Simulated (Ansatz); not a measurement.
The molecule NaF-, multiplicity 2 (lowest of 2S+1 = 2, 4 at CCSD(T)/def2-TZVPP on PBE0 minima; our sources give no spin for the ground state, which may be another).

Seven points along R, fitted to fifth degree in 1/R; most abundant isotopes. In def2 and cc sets the state is the lowest found near the PBE0 minimum, followed along R.

Correlated levels freeze the inner cores; with def2 sets outer-core shells near the valence are correlated too.

Codes used: Ansatz (a first-principles code) with Gaussian orbitals. 

Energies at CCSD(T)/def2-QZVPP:

```csv
R (Å),E (hartree)
1.860374,-261.89964999
1.910384,-261.90186740
1.956393,-261.90290341
2.008403,-261.90316177
2.060414,-261.90266680
2.120426,-261.90139564
2.190440,-261.89924113
```

Question: With a reduced mass of 10.4022 u, find the minimum, the force constant and the constants.

Answer: A fifth-degree polynomial in 1/R puts the minimum at r_e = 1.9981 Å with force constant 127 N/m. Then ω_e = (1/2πc)√(k/μ) = 456 cm⁻¹ and B_e = h/(8π²cμr_e²) = 0.4059 cm⁻¹; the cubic and quartic terms give α_e = 0.0052 and ω_e x_e = 4.6 cm⁻¹.
